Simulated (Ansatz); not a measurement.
Reaction (redistribution): `N[SiH2][SiH2]N` + `NC[SiH](N)F` → `N[SiH2]C[SiH](N)F` + `N[SiH2]N`

Computed with Ansatz on PBE0-D4/def2-TZVP structures; ΔE is electronic, products minus reactants. CCSD(T)/CBS adds triple-zeta CCSD(T) − MP2 to the extrapolated MP2 energy (def2 sets, frozen cores). This one scheme is used for every species. DFT in def2-TZVPP. One conformer a species, not always the lowest.

| level | ΔE (kJ/mol) | difference from CCSD(T)/CBS |
| --- | --- | --- |
| r2SCAN-D4 | -183.4 | 3.1 |
| B2PLYP | -183.8 | 2.7 |
| PBE | -160.7 | 25.8 |
| PBE0 | -169.2 | 17.3 |
| HF/def2-TZVPP | -186.6 | -0.1 |
| MP2/def2-TZVPP | -196.7 | -10.2 |
| CCSD/def2-TZVPP | -183.9 | 2.6 |
| SCS-MP2/def2-QZVPP | -192.7 | -6.2 |
| HF/CBS(def2) | -188.4 | -1.9 |
| CCSD/CBS(def2) | -186.8 | -0.3 |
| CCSD(T)/CBS | -186.5 | 0 |

Largest T1 diagnostic among the species: 0.011.

The D4 term adds −3.5 kJ/mol with B3LYP and −2.1 kJ/mol with PBE0; it sums over pairs of atoms, weighted by their polarisabilities, and B3LYP, whose exchange is more repulsive, gets the larger term. From PBE to PBE0 (25 % exact exchange), in def2-TZVPP and without D4, ΔE moves by −8.5 kJ/mol.

B3LYP here is the variant with VWN-RPA as its local correlation; programs differ in this.
